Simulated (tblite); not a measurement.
C4H6NOSi (doublet state).
Bonds: N1–C2 (triple), C2–C3, C3–C4, C4–C5, C5–Si6, Si6–O7, C3–O7. Hydrogens: H8, H9 on C4; H10, H11 on C5; H12, H13 on Si6.

Structure optimised with GFN2-xTB, isolated species. This method treats the open shell by occupation alone, without spin polarisation.

Task: List the bond lengths, angles and torsions at this level.

Result: 
```tsv
bond	length (bohr)	order
N1≡C2	2.195	triple
C2–C3	2.587	single
C3–C4	2.833	single
C4–C5	2.900	single
C5–Si6	3.609	single
Si6–O7	3.130	single
C3–O7	2.539	single
C4–H8, C4–H9	2.069	single
C5–H10, C5–H11	2.058	single
Si6–H12, Si6–H13	2.751	single
```

Bonds in one row agree within 0.02 bohr and their mean is given. Orders are formal, as drawn. A selection of angles:
```tsv
angle	degrees
N1–C2–C3	177.7
C2–C3–C4	123.2
C2–C3–O7	121.0
C4–C3–O7	115.8
C3–C4–C5	107.7
C3–C4–H8	108.4
C3–C4–H9	110.6
C5–C4–H8	110.0
C5–C4–H9	113.0
H8–C4–H9	107.0
C4–C5–Si6	103.2
C4–C5–H10	109.8
C4–C5–H11	111.1
Si6–C5–H10	110.7
Si6–C5–H11	115.2
H10–C5–H11	106.8
C5–Si6–O7	93.4
C5–Si6–H12	114.3
C5–Si6–H13	115.8
O7–Si6–H12	108.1
O7–Si6–H13	106.0
H12–Si6–H13	116.1
C3–O7–Si6	115.2
```

Dihedral angles: C2–C3–C4–C5 -163° (antiperiplanar); C3–C4–C5–Si6 -22° (synperiplanar); C4–C5–Si6–O7 17° (synperiplanar); C5–Si6–O7–C3 -8° (synperiplanar); C2–C3–O7–Si6 176° (antiperiplanar). The mirror-image conformer, all signs reversed, is as good.

Si6 (silicon bonded to C, O and 2 H) has angles from 93.4° to 116.1°. O7 (oxygen bonded to C and Si) is bent (angle 115.2°). The 3 C–C bonds span 1.369 Å (C2–C3, drawn single) to 1.535 Å (C4–C5, drawn single), a spread of 0.166 Å. C3 (carbon bonded to 2 C and O) is planar (angles 123.2°, 121.0° and 115.8°, sum 360.0°, 0.01 Å off the plane of its three neighbours). The 5-membered ring C3–C4–C5–Si6–O7 has internal angles of 93.4° to 115.8° (sum 535°, against 540° for a flat polygon); it is puckered, 0.10 Å rms from its mean plane, widest ring torsion 22°.

Point group: C1 (no symmetry element, even within 0.4 Å). Its GFN2-xTB frequencies are all real (lowest 72 cm⁻¹).

Hardware: an Arm Neoverse V1 with one thread, no GPU, shared host with 32 logical CPUs at a one-minute load of 19. Cost: 0.52 s of wall time. This is the geometry optimisation.

These are computed values.
